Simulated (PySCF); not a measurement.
Krypton: a sound run and one with changed settings

Sound run: Kr⁺ [Ar] 3d10 4s2 4p5, Kr²⁺ [Ar] 3d10 4s2 4p4. All numbers are calculated (PySCF 2.14, scalar relativity by spin-free X2C-1e, in Sapporo-DKH3-DZP-2012 (6s5p3d1f, 43 functions)). The sound run starts from symmetry-adapted Hartree-Fock orbitals and uses a fine grid where one is needed.

Changed run: 14 angular points. This setting is unsound on purpose.

| species | method | sound run (hartree) | changed run (hartree) | converged |
| --- | --- | --- | --- | --- |
| Kr⁺ | UHF | -2787.62818 | -2787.62818 | yes |
| Kr⁺ | M06-L | -2789.34759 | -2789.34923 | yes |
| Kr⁺ | LDA | -2785.56090 | -2785.56139 | yes |
| Kr²⁺ | UHF | -2786.77248 | -2786.77248 | yes |
| Kr²⁺ | M06-L | -2788.46043 | -2788.46191 | yes |
| Kr²⁺ | LDA | -2784.65451 | -2784.65413 | yes |

Ionisation energy of Kr⁺:

```csv
method,sound run (eV),changed run (eV)
UHF,23.285,23.285
M06-L,24.141,24.145
LDA,24.664,24.688
```

A coarse angular grid integrates products of high-l functions wrongly, so density functionals can shift, and the SCF can exploit the error; Hartree-Fock and MP2 need no grid.

For comparison, NIST gives 24.360 eV between the lowest levels.
